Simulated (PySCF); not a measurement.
trans-(1R,2R)-1-chloro-2-methylcyclopropane (C4H7Cl), SMILES C[C@@H]1C[C@H]1Cl. Geometry: B3LYP-D3(BJ)/def2-SVP.

Computed equilibrium geometry at B3LYP-D3(BJ)/def2-SVP (PySCF confirms it by a frequency run) as bond lengths and angles:
Atoms: C1 C2 C3 C4 Cl5 H6 H7 H8 H9 H10 H11 H12. Bond lengths (Å): C1–C2 1.511, C1–H6 1.102, C1–H7 1.102, C1–H8 1.102, C2–C3 1.514, C2–C4 1.500, C2–H9 1.095, C3–C4 1.500, C3–H10 1.095, C3–H11 1.093, C4–Cl5 1.778, C4–H12 1.093. Bond angles (°): C2–C1–H6 111.2, C2–C1–H7 111.2, C2–C1–H8 111.0, H6–C1–H7 107.8, H6–C1–H8 107.9, H7–C1–H8 107.5, C1–C2–C3 121.4, C1–C2–C4 120.4, C1–C2–H9 115.2, C3–C2–C4 59.7, C3–C2–H9 114.7, C4–C2–H9 114.3, C2–C3–C4 59.7, C2–C3–H10 118.7, C2–C3–H11 117.9, C4–C3–H10 117.5, C4–C3–H11 117.3, H10–C3–H11 114.8, C2–C4–C3 60.6, C2–C4–Cl5 119.9, C2–C4–H12 118.6, C3–C4–Cl5 119.7, C3–C4–H12 118.9, Cl5–C4–H12 110.9.
